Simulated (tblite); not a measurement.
C2H10BNSi2.
SMILES with atom numbers: `[BH2:1][N:2]([SiH3:3])[SiH2:4][CH:5]=[CH2:6]` (hydrogens: H7, H8 on B1; H9, H10, H11 on Si3; H12, H13 on Si4; H14 on C5; H15, H16 on C6)

Computed with GFN2-xTB (tblite), gas phase: L-BFGS steps from a force-field or distance-geometry start until the largest atomic force falls under 0.01 eV/Å.

Step 10: E = -462.6646 eV
```
atom  x, y, z in Å  |  force x, y, z in eV/Å
B1     -1.8400    1.4030   -0.5644   -0.179   0.197   0.065
N2     -0.8743    0.3607   -0.3965    0.002  -0.024   0.030
Si3    -1.5349   -1.2459   -0.3398    0.011  -0.113   0.170
Si4     0.4252    0.7696    0.6902    0.134  -0.016   0.011
C5      1.8815   -0.4154    0.4094   -0.134   0.176   0.157
C6      2.6511   -0.4497   -0.6694   -0.104   0.111   0.131
H7     -1.9123    1.9808   -1.5908   -0.032  -0.096   0.172
H8     -2.5414    1.6693    0.3594    0.091   0.077  -0.339
H9     -2.5071   -1.3986   -1.4392    0.169   0.020   0.163
H10    -2.2062   -1.3996    0.9810    0.025  -0.197  -0.312
H11    -0.3575   -2.1256   -0.4429   -0.233   0.073  -0.031
H12    -0.0801    0.6352    2.0833    0.262   0.090  -0.142
H13     0.8029    2.1702    0.3957   -0.038  -0.207   0.061
H14     2.1152   -1.0474    1.2633    0.111   0.007  -0.215
H15     2.4450    0.1782   -1.5217   -0.028   0.013   0.016
H16     3.5255   -1.0758   -0.7661   -0.056  -0.112   0.063
```

Step 11: E = -462.6850 eV
```
atom  x, y, z in Å  |  force x, y, z in eV/Å
B1     -1.8430    1.4053   -0.5565   -0.084   0.094   0.009
N2     -0.8815    0.3612   -0.3827   -0.001  -0.030   0.116
Si3    -1.5367   -1.2435   -0.3355   -0.044  -0.233   0.183
Si4     0.4239    0.7674    0.6935    0.196   0.042   0.091
C5      1.8870   -0.4075    0.4109   -0.187   0.088   0.101
C6      2.6492   -0.4485   -0.6734   -0.061   0.106   0.159
H7     -1.8950    1.9581   -1.5865   -0.076   0.056  -0.032
H8     -2.5533    1.6900    0.3429    0.023   0.071  -0.161
H9     -2.5014   -1.3863   -1.4423    0.154   0.012   0.157
H10    -2.2233   -1.4334    0.9777    0.081  -0.145  -0.362
H11    -0.3530   -2.1140   -0.4506   -0.243   0.068  -0.017
H12    -0.0554    0.6491    2.0986    0.234   0.068  -0.177
H13     0.7909    2.1664    0.3872   -0.016  -0.169   0.057
H14     2.1148   -1.0537    1.2573    0.124   0.071  -0.225
H15     2.4464    0.1782   -1.5299   -0.006  -0.025   0.089
H16     3.5227   -1.0800   -0.7592   -0.094  -0.073   0.012
```

Step 12: E = -462.7058 eV
```
atom  x, y, z in Å  |  force x, y, z in eV/Å
B1     -1.8470    1.4082   -0.5478    0.064  -0.042  -0.085
N2     -0.8931    0.3600   -0.3562   -0.012  -0.036   0.180
Si3    -1.5411   -1.2457   -0.3282   -0.053  -0.222   0.131
Si4     0.4252    0.7669    0.7007    0.162   0.081   0.105
C5      1.8883   -0.3986    0.4120   -0.146  -0.021   0.019
C6      2.6472   -0.4465   -0.6746   -0.005   0.085   0.122
H7     -1.8740    1.9325   -1.5851   -0.106   0.176  -0.205
H8     -2.5666    1.7149    0.3219   -0.094   0.095   0.054
H9     -2.4927   -1.3703   -1.4446    0.109  -0.007   0.119
H10    -2.2414   -1.4754    0.9671    0.084  -0.112  -0.308
H11    -0.3500   -2.0971   -0.4600   -0.196   0.007  -0.006
H12    -0.0228    0.6669    2.1145    0.190   0.043  -0.147
H13     0.7756    2.1609    0.3763    0.027  -0.084   0.044
H14     2.1159   -1.0586    1.2465    0.122   0.093  -0.155
H15     2.4496    0.1757   -1.5370    0.004  -0.030   0.137
H16     3.5192   -1.0849   -0.7540   -0.150  -0.027  -0.005
```

**Question.** Estimate the geometry and energy of step 13. (The exact step hangs on the optimiser's Hessian estimate; all steps are aligned on step 12, rigid shifts and turns removed.)

**Answer.** E = -462.7249 eV, largest force 0.346 eV/Å
```
atom  x, y, z in Å  |  force x, y, z in eV/Å
B1     -1.8500    1.4097   -0.5402    0.139  -0.111  -0.150
N2     -0.9089    0.3561   -0.3154   -0.033  -0.030   0.197
Si3    -1.5481   -1.2525   -0.3189   -0.015  -0.105   0.029
Si4     0.4289    0.7691    0.7124    0.071   0.089   0.054
C5      1.8859   -0.3913    0.4109   -0.052  -0.103  -0.050
C6      2.6463   -0.4441   -0.6739    0.032   0.054   0.047
H7     -1.8498    1.9060   -1.5900   -0.114   0.210  -0.250
H8     -2.5832    1.7441    0.3007   -0.149   0.107   0.155
H9     -2.4824   -1.3507   -1.4474    0.050  -0.033   0.066
H10    -2.2604   -1.5247    0.9501    0.039  -0.105  -0.172
H11    -0.3475   -2.0758   -0.4707   -0.114  -0.092   0.001
H12     0.0161    0.6878    2.1321    0.143   0.020  -0.067
H13     0.7578    2.1559    0.3627    0.079   0.020   0.029
H14     2.1182   -1.0614    1.2322    0.107   0.066  -0.028
H15     2.4547    0.1706   -1.5422   -0.005   0.015   0.132
H16     3.5147   -1.0899   -0.7511   -0.181  -0.003   0.008
```

The energy changes by -0.0190 eV. The first-order estimate −F·Δx gives -0.0264 eV and the mean of the old and new forces, exact on a quadratic surface, -0.0193 eV. The step makes an angle of 73° with the force vector and moves no atom by more than 0.055 Å.

What follows is the cost of the whole relaxation. On Arm Neoverse N1, one thread (shared host), this took 2.6 s wall.
